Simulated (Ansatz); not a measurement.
A nudged elastic band was laid between two geometries of BrH + H4Sn (7 atoms, charge 0, multiplicity 1).

Computed with Ansatz 0.2.0, RHF/def2-SVP.

- movable images: 7
- climbing image: from the first iteration
- spring: 5.0 eV/Å²
- optimiser: fire
- start path: through a guess of the saddle point
- force threshold: 0.05 eV/Å
- iteration limit: 60
- end points: relaxed

First end point:

```xyz
7
Properties=species:S:1:pos:R:3
Sn 0.471 0.000 -0.294
H 0.373 0.000 1.414
H 2.118 0.000 -0.754
H -0.291 1.398 -0.910
H -0.291 -1.398 -0.910
Br -3.581 0.000 1.950
H -2.550 0.000 2.911
```

Last end point:

```xyz
7
Properties=species:S:1:pos:R:3
Sn -0.350 0.000 -0.952
H -0.279 0.000 4.080
H 0.889 0.000 0.213
H -0.348 1.412 -1.899
H -0.348 -1.412 -1.899
Br -2.519 0.000 0.323
H -0.797 0.000 3.541
```

(1) What changes between the two ends?

(2) Give the energies along the band, and the barrier.

(3) What is the geometry of the highest image?

Answers

(1) Bonds broken: Sn1–H2, Br6–H7. Bonds formed: Sn1–Br6, H2–H7. BrH + H4Sn becomes BrH3Sn + H2.

(2) It converged. The highest image is number 4 of 0 to 8, 40.4 kcal/mol above the first end and 57.3 kcal/mol above the last; the last end lies 16.9 kcal/mol below the first. Neighbouring images differ by up to 1.3 eV, so the band resolves the path poorly. Another band between the same ends (7 images) ends at a top of the same energy, where a vibrational analysis finds 1 clearly imaginary mode. The orbitals stay closed-shell, which can raise the energy where a bond breaks towards radicals; this wasn't checked here.

```csv
image,path coordinate (Å),energy (kcal/mol),Sn1–H2 (Å),Br6–H7 (Å),Sn1–Br6 (Å)
0,0.00,0.0,1.71,1.41,4.63
1,0.67,0.4,1.71,1.41,4.19
2,1.35,2.4,1.72,1.41,3.88
3,2.03,12.9,1.74,1.45,3.44
4,2.71,40.4,1.97,1.92,3.16
5,3.69,11.3,2.50,2.34,2.66
6,4.66,-11.0,3.21,2.71,2.53
7,5.64,-16.2,4.13,3.02,2.52
8,6.62,-16.9,5.03,3.65,2.52
```

(3) 
```xyz
7
Properties=species:S:1:pos:R:3
Sn -0.091 0.000 -0.148
H -0.116 0.000 1.819
H 1.619 0.000 -0.024
H -0.652 1.481 -0.716
H -0.652 -1.481 -0.716
Br -2.863 0.000 1.375
H -0.997 0.000 1.817
```

The run took 12 min on 1 thread of Arm Neoverse V1, on a shared host, peak memory 0.19 GiB.
